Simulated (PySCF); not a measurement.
Si(Cl)(Vi)3, SMILES C=C[Si](Cl)(C=C)C=C, singlet (GFN2-xTB optimised geometry):

```
17

C     -2.597    -1.900     2.442
C     -1.833    -2.355     1.462
Si    -1.206    -1.330     0.000
Cl    -1.825    -2.259    -1.717
C     -1.918     0.417     0.000
C     -1.718     1.303     0.965
C      0.686    -1.330     0.000
C      1.450    -0.253     0.092
H     -2.932    -2.528     3.254
H     -2.924    -0.873     2.475
H     -1.540    -3.398     1.481
H     -2.528     0.709    -0.846
H     -1.120     1.072     1.831
H     -2.140     2.296     0.935
H      1.170    -2.296    -0.090
H      2.528    -0.306     0.084
H      1.028     0.735     0.179
```

Method: PySCF with PBE0/def2-SVP.

What are the frontier orbital energies and the dipole moment?

HOMO-2 -8.08 eV, HOMO-1 -8.04 eV, HOMO -7.83 eV, LUMO -0.71 eV, LUMO+1 -0.52 eV; dipole moment 2.07 D.

On the same geometry PBE/def2-SVP run with PySCF gives HOMO-2 -6.79 eV, HOMO-1 -6.78 eV, HOMO -6.67 eV, LUMO -1.66 eV, LUMO+1 -1.49 eV; dipole moment 1.86 D.

Meta-Löwdin charges at PBE0/def2-SVP: C1 -0.19, C2 -0.33, Si3 0.87, Cl4 -0.30, C5 -0.33, C6 -0.19, C7 -0.33, C8 -0.19, H9 0.11, H10 0.11, H11 0.11, H12 0.12, H13 0.10, H14 0.11, H15 0.11, H16 0.11, H17 0.11.
